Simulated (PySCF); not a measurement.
A PySCF script (with the pyscf-properties extension) for the NMR shieldings of `O1B(N(C)C)OBOB1P`, C₂H₉B₃NO₃P, on a PBE0-D3(BJ)/def2-SVP geometry:

```python
import basis_set_exchange as bse
import numpy as np
from pyscf import gto, dft
from pyscf.prop import nmr

atoms = """
C    -2.078894    1.240460   -0.157408
N    -1.500145   -0.076935   -0.240483
C    -2.433205   -1.141958   -0.510310
B    -0.132038   -0.306027   -0.062514
O     0.391882   -1.591458   -0.138371
B     1.724158   -1.808801    0.027803
O     2.565869   -0.752868    0.282163
B     2.071750    0.530179    0.357367
P     3.245565    1.980809    0.835166
O     0.736466    0.750433    0.191104
H    -2.832672    1.294489    0.648743
H    -2.583930    1.514210   -1.101263
H    -1.298986    1.983732    0.047223
H    -2.962800   -0.973547   -1.465320
H    -3.198136   -1.213692    0.283903
H    -1.904863   -2.101050   -0.570818
H     2.172007   -2.923466   -0.049336
H     2.693340    2.932804   -0.068017
H     4.328471    1.586228   -0.000104
"""
names = dict.fromkeys(["C", "N", "B", "O", "P", "H"], "pcSseg-1")
basis = {el: gto.basis.parse(bse.get_basis(n, elements=[el], fmt="nwchem")) for el, n in names.items()}
mol = gto.M(atom=atoms, basis=basis, charge=0, verbose=0)
mf = dft.RKS(mol, xc="PBE0")
mf.grids.level = 2
mf.grids.alignment = dft.numint.BLKSIZE   # the property module wants whole blocks of grid points
mf.conv_tol = 1e-9
mf.kernel()

calc = nmr.RKS(mf)   # GIAO
C = mf.mo_coeff
Co = C[:, mf.mo_occ > 0]
resp = mf.gen_response(singlet=True, hermi=2)
def vind(x):   # induced exchange potential for any number of trial vectors
    d = np.einsum("pi,xij,qj->xpq", C, 2 * x.reshape(-1, C.shape[1], Co.shape[1]), Co, optimize=True)
    return np.einsum("xpq,pi,qj->xij", resp(d - d.transpose(0, 2, 1)), C, Co, optimize=True).ravel()
mo1, _ = nmr.rhf.solve_mo1(calc, with_cphf=vind)
sigma = calc.kernel(mo1)
for i, s in enumerate(sigma):   # ppm
    print("%2d %-2s %9.2f" % (i, mol.atom_pure_symbol(i), np.trace(s) / 3))
```

**Question.** What does it print?

**Answer.** 
```
 0 C     148.44
 1 N     193.23
 2 C     148.49
 3 B      83.00
 4 O     154.15
 5 B      75.15
 6 O     112.49
 7 B      63.58
 8 P     570.97
 9 O     143.60
10 H      28.99
11 H      29.01
12 H      27.58
13 H      29.01
14 H      28.98
15 H      27.55
16 H      26.88
17 H      29.22
18 H      29.18
```

These numbers come from an equivalent density-fitted implementation of the same equations, which agrees with the script to about 0.01 ppm for H and up to a few tenths of a ppm for heavy atoms, so last digits may differ.

Size and cost of the density-fitted run: 222 basis functions, 37 s wall time on 1 thread of an Arm Neoverse V2, shared host.
